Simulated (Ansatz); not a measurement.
Ansatz (a quantum-chemistry and plane-wave program) input:

Ansatz 0.2 input:
```yaml
crystal:
  periodic: [false, false, false]
  atoms:
    - {symbol: Au, position_ang: [-0.91582191, -1.01349536, -0.86084450]}
    - {symbol: O, position_ang: [0.97909067, 0.47314437, 0.71866196]}
    - {symbol: C, position_ang: [-0.00634043, 0.53087965, 0.09093616]}
basis:
  gaussian:
    orbitals: def2-TZVP
hamiltonian:
  xc: b3lyp
  dispersion: d3bj
magnetization: {spin_polarized: true, initial_magnetization: 1}
relax: {f_tol: 0.002, max_steps: 150}
```

Q: What final total energy does it print?

A: -249.14199 Eh (B3LYP-D3(BJ)/def2-TZVP). The basis has 102 functions.

The spin state was set by rule; other spins were not relaxed.
